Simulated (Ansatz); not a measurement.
Reaction (cleavage of the B–Ge bond): `C[B]([GeH3])[SeH]` + H–F → `CB(F)[SeH]` + GeH₄

Isolated molecules relaxed with PBE0-D4/def2-TZVP in Ansatz; ΔE leaves out vibrations. CCSD(T)/CBS is the MP2 limit (def2-TZVPP, def2-QZVPP) plus CCSD(T) − MP2 in def2-TZVPP, frozen cores. This one scheme is used for every species. For Ge, Se outer-core shells are correlated without core-valence functions, which leaves a few kJ/mol of doubt a bond. Scalar relativity is left out up to krypton. One conformer a species, not always the lowest.

| species | SCS-MP2/def2-QZVPP energy (Eh) |
| --- | --- |
| `C[B]([GeH3])[SeH]` | -4543.28464 |
| H–F | -100.36288 |
| `CB(F)[SeH]` | -2565.46996 |
| GeH₄ | -2078.22806 |

Q: Work out ΔE.

A: ΔE = (-2565.46996) + (-2078.22806) − (-4543.28464) − (-100.36288) = -0.05050 Eh = -132.6 kJ/mol. CCSD(T)/CBS gives -124.4 kJ/mol.

Largest T1 diagnostic among the species: 0.012.

The D4 term adds +10.5 kJ/mol with B3LYP and +5.8 kJ/mol with PBE0; it sums over pairs of atoms, weighted by their polarisabilities, and B3LYP, whose exchange is more repulsive, gets the larger term. In def2-TZVPP, CCSD(T) changes the Hartree–Fock value by +38.3 kJ/mol (the triples alone add +4.5 kJ/mol) and MP2 by +42.3 kJ/mol.

B3LYP here is the variant with VWN-RPA as its local correlation; programs differ in this.
